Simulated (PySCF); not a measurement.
## Ionisation energy of Nb²⁵⁺ by level of theory

Nb²⁵⁺ [Ne] 3s2 3p4 [3p1/2^2 3p3/2^2, M_J = 2] → Nb²⁶⁺ [Ne] 3s2 3p3 [3p1/2^2 3p3/2^1, M_J = 3/2], as a difference of total energies. Computed with PySCF 2.14 in an even-tempered Gaussian basis (19 s from 3.5 bohr⁻², ratio 2.4; 14 p from 4.5 bohr⁻², ratio 2.4; 5 d from 19 bohr⁻², ratio 2.6; 4 f from 28 bohr⁻², ratio 2.6), with the two-component X2C-1e Hamiltonian. Correlated levels: 1s2 frozen; the 56 highest virtual spinors dropped. "Screened" scales the spin-orbit matrix elements by Boettger's factors to mimic the two-electron term; Breit and QED terms are absent.

```tsv
method	ionisation energy (eV)
GHF (spin-free)	1293.1
GMP2 (spin-free)	1294.2
GHF (screened spin-orbit)	1295.0
GMP2 (screened spin-orbit)	1295.5
```

Breit and QED terms and the two-electron picture change are absent.

The spin-free rows relax to the high-spin LS determinant and lack the spin-orbit shift.

The labels give the starting determinants; with spin-orbit coupling the two ends relaxed to ⟨J²⟩ = 6.00, ⟨L²⟩ = 2.83, ⟨S²⟩ = 1.59 and ⟨J²⟩ = 3.76, ⟨L²⟩ = 1.29, ⟨S²⟩ = 2.35.

For comparison: 1293.7 ± 1.8 eV (semi-empirical (NIST evaluation); NIST Atomic Spectra Database, ionization energies).
